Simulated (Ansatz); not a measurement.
Consider the redistribution: `B[SiH]([SiH3])[SiH3]` + `[F][Al]1[SiH2][S]1` → `[BH2][Al]1[SiH2][S]1` + `F[SiH]([SiH3])[SiH3]`.

Computed with Ansatz on PBE0-D4/def2-TZVP structures; ΔE is electronic, products minus reactants. CCSD(T)/CBS adds triple-zeta CCSD(T) − MP2 to the extrapolated MP2 energy (def2 sets, frozen cores). Functionals use def2-TZVPP. HSE06 is defined as in plane-wave codes.

```csv
level,ΔE (kJ/mol),difference from CCSD(T)/CBS
LDA (SPW92),61.5,-5.4
r2SCAN0-D4,67.3,0.4
BHLYP-D4,61.1,-5.8
r2SCAN,65.7,-1.2
HSE06,62.1,-4.8
LC-ωPBE,65.1,-1.8
MP2/def2-QZVPP,74.3,7.4
SCS-MP2/def2-QZVPP,67.9,1.0
MP2/CBS(def2),74.3,7.4
CCSD/CBS(def2),64.7,-2.2
CCSD(T)/CBS,66.9,0
```

Largest T1 diagnostic among the species: 0.016.

In def2-TZVPP, CCSD(T) changes the Hartree–Fock value by +18.0 kJ/mol (the triples alone add +2.2 kJ/mol) and MP2 by +25.4 kJ/mol. At CCSD(T), def2-SVP lies +16.2 kJ/mol from the extrapolated value and def2-TZVPP +0.5 kJ/mol. Leaving LDA and LC-ωPBE aside and taking each functional with its dispersion term where it has one, the values, not all of them listed here, spread over 7.1 kJ/mol, from BHLYP-D4 to PBE-QIDH.

CCSD(T)/CBS has its own doubt, a few kJ/mol and more with outer-core shells, so smaller differences from it don't rank the levels.
